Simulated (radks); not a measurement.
Task: These are the eigenvalues of the occupied orbitals of an atom or ion with whole-number occupations (hartree). Method: scalar-relativistic Kohn-Sham, Slater X-alpha with alpha = 0.644, spin-unpolarised, spherical densities, point nucleus; computed with a radial shooting solver on a logarithmic mesh with Libxc functionals.

orbital  eigenvalue
1s        -39.54730
2s         -8.07481

Which element is it, and in what charge state? The configuration may be excited.

Result: Z = 10, neon, charge +7: Ne7+ in [He] 2s1. The 1s level, -39.547 hartree, gives Z - s = 8.9 by -(Z - s)^2/2, which with screening and relativity narrows Z to a few neighbours, and the depths must fix Z and the occupations together.
